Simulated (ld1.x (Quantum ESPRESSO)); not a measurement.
## What one change does to a pseudopotential (Se, TM)

ld1.x (Quantum ESPRESSO) 7.5 input, shortened:

```
&input
   title='Se', zed=34., rel=2, dft='PBE', iswitch=3,
   config='[Ar] 3d10 4s2 4p2 4d-2', rel_dist='average'
 /
 &inputp
   pseudotype=2, tm=.true., lloc=-1, rcloc=1.55,
   nlcc=.true., new_core_ps=.true., rcore=1.30
 /
3
4S  1  0   2.00   0.00  1.50  1.50  0.0
4P  2  1   2.00   0.00  1.65  1.65  0.0
4D  3  2  -2.00   0.20  1.30  1.30  0.0
 &test
   configts(1)='4s2 4p2'
 /
```

Open shells are filled in proportion to 2j + 1 (rel_dist='average').

Change: wave 4d channel at 0.2 Ry: rc 1.30 bohr becomes 4d channel at 4.65 Ry: rc 1.30 bohr.

Cutoffs: the cutoffs (Ry, on a coarse ladder) from which the occupation-weighted sum of valence levels, in a spherical-Bessel basis at the reference potential, stays within 10 and 1 mRy of its value at 400 Ry; they do not see the model core or the augmentation charge, which bear on the density cutoff. Errors are all-electron minus pseudo energies relative to the spin-unpolarised reference configuration.

Problem. Predict the effect on cutoff, ghosts and configuration errors.

Solution. The potential gets neither clearly harder nor softer (40 Ry and 55 Ry → 40 Ry and 55 Ry); the bound ghost in d disappears; the errors of the 7 common tests hardly move; the range in which the d3/2 phases agree widens (upper end 3.5 → at the end of the scan); the range in which the d5/2 phases agree widens (upper end 3.4 → at the end of the scan).

```tsv
quantity	base	changed
cutoff, loose	40 Ry	40 Ry
cutoff, tight	55 Ry	55 Ry
bound ghosts	d3/2, d5/2	none
error for 4s2 4p4, meV [ΔE -31.20 eV]	+5.6	+5.6
error for 4s2 4p3, meV [ΔE -20.35 eV]	+0.7	+0.7
error for 4s2 4p1, meV [ΔE 30.87 eV]	-4.1	-4.1
error for 4s2 4p4.3, meV [ΔE -32.80 eV]	+7.7	+7.7
error for 4s1 4p4, meV [ΔE -8.82 eV]	-2.1	-2.1
error for 4s2 4p0, meV [ΔE 73.07 eV]	-37	-37
error for 4s1 4p5, meV [ΔE -20.33 eV]	+3.0	+3.0
s: phases at 1.81 bohr within 0.05 rad from the reference energy up to (Ry; the scan ends near 5)	0.8	0.8
p1/2: phases at 1.81 bohr within 0.05 rad from the reference energy up to (Ry; the scan ends near 5)	3.1	3.1
p3/2: phases at 1.81 bohr within 0.05 rad from the reference energy up to (Ry; the scan ends near 5)	3.0	3.0
d3/2: phases at 1.81 bohr within 0.05 rad from the reference energy up to (Ry; the scan ends near 5)	3.5	to the end of the scan
d5/2: phases at 1.81 bohr within 0.05 rad from the reference energy up to (Ry; the scan ends near 5)	3.4	to the end of the scan
```

 A true bound ghost makes a file unfit for plane-wave use even where its test errors are small: the radial tests pick states by their node count and pass the ghost by.
